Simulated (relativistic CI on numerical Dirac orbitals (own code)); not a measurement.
Re⁴⁺: 5p photoemission

Computed with this model: Dirac-Coulomb-Breit CI, separate exchange-only KLI orbitals for each configuration, model QED, valence Slater integrals scaled by 0.8, multiplet model of photoemission in the sudden approximation; configurations [Xe] 4f14 5d3 → [Kr] 4d10 4f14 5s2 5p5 5d3; 300 K; Lorentzian 1.5 eV and Gaussian 0.6 eV FWHM. Energies are those of the free ion, without screening or charge transfer. The energies are binding energies and can lie tens of eV above those of solids. S is read from ⟨S²⟩ = S(S + 1).

Field parameters in Wybourne normalisation: Oh B⁴₀ = 21Dq, B⁴₄ = √(5/14) B⁴₀. The field is a parameter set, without covalency.

free ion: ground-state S = 1.40, centroid 99.45 eV. Peaks (eV, height): 93.2 (100), 99.6 (24), 110.0 (33), 114.4 (25).

Oh, 10Dq = 8500 cm⁻¹: ground-state S = 1.43, centroid 99.53 eV. Peaks (eV, height): 93.2 (100), 100.0 (21), 103.8 (10), 107.8 (26), 109.6 (22), 114.2 (18).

Oh, 10Dq = 23450 cm⁻¹: ground-state S = 1.46, centroid 99.60 eV. Peaks (eV, height): 93.2 (100), 101.6 (18), 104.8 (14), 108.0 (35), 114.6 (15).

Strongest unbroadened transitions for Oh, 10Dq = 23450 cm⁻¹:

```tsv
Energy (eV)	Relative strength
93.10	100.0
93.14	100.0
93.18	33.2
94.07	45.4
94.38	73.2
94.78	20.5
95.15	23.4
95.48	9.8
97.09	18.8
104.85	8.6
106.36	8.5
107.40	8.8
107.75	8.6
108.15	52.8
108.22	15.5
109.80	13.0
114.57	18.2
114.88	8.5
```
